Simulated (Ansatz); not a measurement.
Consider the ligand exchange at a Ge–C bond: `BO[CH2][GeH3]` + `C[NH][InH2]` → `C[N]([GeH3])[InH2]` + `BOC`.

Isolated molecules relaxed with PBE0-D4/def2-TZVP in Ansatz; ΔE leaves out vibrations. CCSD(T)/CBS adds triple-zeta CCSD(T) − MP2 to the extrapolated MP2 energy (def2 sets, frozen cores). Functionals use def2-TZVPP. B3LYP here is the variant with VWN-RPA as its local correlation; programs differ in this. def2 core potentials past Kr. For Ge, In outer-core shells are correlated without core-valence functions, which leaves a few kJ/mol of doubt a bond. Scalar relativity is left out up to krypton. Each species was taken in one conformer, which may not be the lowest.

`BO[CH2][GeH3]`:

Z-matrix (Å, degrees):
```
C
O 1 1.419
Ge 1 1.974 2 110.2
H 1 1.095 2 110.7 3 122.0
H 1 1.092 2 108.1 3 -119.5
B 2 1.341 1 122.3 3 -114.0
H 3 1.538 1 108.9 2 -178.9
H 3 1.535 1 109.8 2 -58.7
H 3 1.537 1 108.9 2 61.5
H 6 1.203 2 120.1 1 -1.0
H 6 1.196 2 116.7 1 179.1
```

`C[NH][InH2]`:

```xyz
9

C     1.266    0.322    0.287
N    -0.151    0.213    0.538
In   -1.569   -0.538   -0.673
H     1.503   -0.076   -0.703
H     1.868   -0.243    1.011
H     1.620    1.361    0.307
H    -0.413    0.570    1.444
H    -3.158   -0.504   -0.037
H    -0.967   -1.103   -2.174
```

`C[N]([GeH3])[InH2]`:

Cartesian coordinates in Å:
```
C -1.020 -1.090 -0.177
N -0.002 -0.093 0.108
Ge 0.184 1.207 -1.172
In 1.106 -0.174 1.807
H -0.817 -1.637 -1.108
H -1.081 -1.835 0.623
H -2.020 -0.645 -0.276
H 1.295 2.164 -0.710
H -1.146 1.974 -1.354
H 0.553 0.571 -2.532
H 0.685 -1.511 2.793
H 2.264 1.069 1.999
```

`BOC`:

```xyz
8

B     1.274   -0.437   -0.076
O     0.147   -0.328    0.638
C    -1.007    0.313    0.135
H     1.333    0.020   -1.188
H     2.194   -0.998    0.445
H    -0.843    0.685   -0.881
H    -1.834   -0.400    0.133
H    -1.264    1.145    0.792
```

| level | ΔE (kJ/mol) | difference from CCSD(T)/CBS |
| --- | --- | --- |
| PBE-D4 | -28.0 | 11.3 |
| r2SCAN-D4 | -32.7 | 6.6 |
| PBE0-D4 | -30.7 | 8.6 |
| B3LYP-D4 | -33.2 | 6.1 |
| ωB97X-V | -33.9 | 5.4 |
| ωB97M-V | -32.6 | 6.7 |
| B2PLYP | -35.4 | 3.9 |
| PBE | -24.7 | 14.6 |
| r2SCAN | -32.0 | 7.3 |
| PBE0 | -27.9 | 11.4 |
| B3LYP | -27.9 | 11.4 |
| HF/def2-TZVPP | -38.3 | 1.0 |
| MP2/def2-TZVPP | -44.7 | -5.4 |
| SCS-MP2/def2-TZVPP | -44.3 | -5.0 |
| CCSD/def2-TZVPP | -38.1 | 1.2 |
| CCSD(T)/def2-TZVPP | -39.6 | -0.3 |
| HF/def2-QZVPP | -38.8 | 0.5 |
| MP2/def2-QZVPP | -44.7 | -5.4 |
| SCS-MP2/def2-QZVPP | -44.1 | -4.8 |
| HF/CBS(def2) | -38.8 | 0.5 |
| MP2/CBS(def2) | -44.4 | -5.1 |
| CCSD/CBS(def2) | -37.9 | 1.4 |
| CCSD(T)/CBS | -39.3 | 0 |

Largest T1 diagnostic among the species: 0.016.

The D4 term adds −5.3 kJ/mol with B3LYP and −2.9 kJ/mol with PBE0; it sums over pairs of atoms, weighted by their polarisabilities, and B3LYP, whose exchange is more repulsive, gets the larger term. From PBE to PBE0 (25 % exact exchange), in def2-TZVPP and without D4, ΔE moves by −3.1 kJ/mol.
